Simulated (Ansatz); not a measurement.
One change: `F[SiH2]O[SiH](Cl)Cl` becomes `[SiH3]O[SiH](Cl)Cl`.

Ansatz, PBE0-D4/def2-TZVP geometries, multiplicity 1. Each molecule was computed in one conformer, which needn't be the lowest.

```
                                        property  `F[SiH2]O[SiH](Cl)Cl`
           LUMO energy (ωB97M-V/def2-TZVPP) / eV                   2.02
            HOMO–LUMO gap (PBE0/def2-TZVPP) / eV                   9.61
             LUMO energy (B3LYP/def2-TZVPP) / eV                   0.06
size of the dipole moment (B3LYP/def2-TZVPP) / D                   0.34
           HOMO energy (ωB97M-V/def2-TZVPP) / eV                 -11.60
         HOMO–LUMO gap (ωB97M-V/def2-TZVPP) / eV                  13.62
```

**Question.** Give the same properties after the change, and the shifts. (Best estimate.)

**Answer.** Computed: 
| property | `[SiH3]O[SiH](Cl)Cl` | shift |
| --- | --- | --- |
| LUMO energy (ωB97M-V/def2-TZVPP) / eV | 1.62 | -0.40 |
| HOMO–LUMO gap (PBE0/def2-TZVPP) / eV | 9.08 | -0.53 |
| LUMO energy (B3LYP/def2-TZVPP) / eV | -0.31 | -0.37 |
| size of the dipole moment (B3LYP/def2-TZVPP) / D | 1.15 | 0.81 |
| HOMO energy (ωB97M-V/def2-TZVPP) / eV | -11.46 | 0.14 |
| HOMO–LUMO gap (ωB97M-V/def2-TZVPP) / eV | 13.08 | -0.54 |

With PBE0 the HOMO rises by 0.15 eV and the LUMO falls by 0.39 eV, so the gap narrows by about 0.54 eV. PBE moves the HOMO by 0.13 eV and ωB97M-V by 0.14 eV. Dipoles are sizes alone; their direction can turn.

Positive LUMOs are unbound, so they and the gaps depend on the basis.

B3LYP here is the variant with VWN-RPA as its local correlation; programs differ in this.
